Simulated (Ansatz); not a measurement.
Reactions of `[CH3][Ge]([F])([F])[F]`.

Gas-phase electronic energies from Ansatz, PBE0-D4/def2-TZVP geometries. CBS: MP2 limit from def2 TZ/QZ plus the TZ coupled-cluster correction, frozen cores. This one scheme is used for every species. Elements past krypton have def2 core potentials. For Br, Ge, I, Ti outer-core shells are correlated without core-valence functions, which leaves a few kJ/mol of doubt a bond. Scalar relativity is left out up to krypton. One conformer a species, not always the lowest.

Question: Order these by ΔE at CCSD(T)/CBS, lowest first. (Estimate.)
A. `[CH3][Ge]([F])([F])[F]` + `ClC1(Br)O[SiH2]1` → `[CH3][Ge]([F])([F])[Br]` + `FC1(Cl)O[SiH2]1`
B. `[CH3][Ge]([F])([F])[F]` + `[F][Ti]([F])([Cl])[I]` → `[F][Ge]([F])([F])[I]` + `[CH3][Ti]([F])([F])[Cl]`
C. `[CH3][Ge]([F])([F])[F]` + `O=C=N[SiH2]O` → `O=C=[N][Ge]([F])([F])[F]` + `C[SiH2]O`

Answer: A (-2.6 kJ/mol), C (+83.3 kJ/mol), B (+99.9 kJ/mol).

Largest T1 diagnostic: 0.023, for `[F][Ti]([F])([Cl])[I]`.
